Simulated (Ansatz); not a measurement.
Isolated molecules relaxed with PBE0-D4/def2-TZVP in Ansatz; ΔE leaves out vibrations. CCSD(T)/CBS is the MP2 limit (def2-TZVPP, def2-QZVPP) plus CCSD(T) − MP2 in def2-TZVPP, frozen cores. This one scheme is used for every species. Functionals use def2-TZVPP. Each species was taken in one conformer, which may not be the lowest.

Consider the ligand exchange at the Al–S bond: `[NH2][Al]([OH])[SH]` + NH₃ → `[NH2][Al]([NH2])[OH]` + H₂S.

| level | ΔE (kJ/mol) |
| --- | --- |
| r2SCAN0-D4 | 32.2 |
| CAM-B3LYP-D4 | 23.1 |
| PBE-QIDH | 33.1 |
| PBE0 | 34.2 |
| r2SCANh | 31.9 |
| r2SCAN0 | 31.9 |
| BHLYP | 24.6 |
| MP2/CBS(def2) | 30.9 |

Problem. What does CCSD(T)/CBS give? (An estimate is asked.)

Solution. Computed: +29.0 kJ/mol. The listed levels differ from it by 3.2, -5.9, 4.1, 5.2, 2.9, 2.9, -4.4, 1.9 kJ/mol.

Largest T1 diagnostic among the species: 0.011.

Leaving LDA and LC-ωPBE aside and taking each functional with its dispersion term where it has one, the values, not all of them listed here, spread over 12.3 kJ/mol, from CAM-B3LYP-D4 to HSE06-D4. LDA lies −4.6 kJ/mol from PBE without D4. In def2-TZVPP, CCSD(T) changes the Hartree–Fock value by +3.2 kJ/mol (the triples alone add +1.9 kJ/mol) and MP2 by +5.1 kJ/mol.
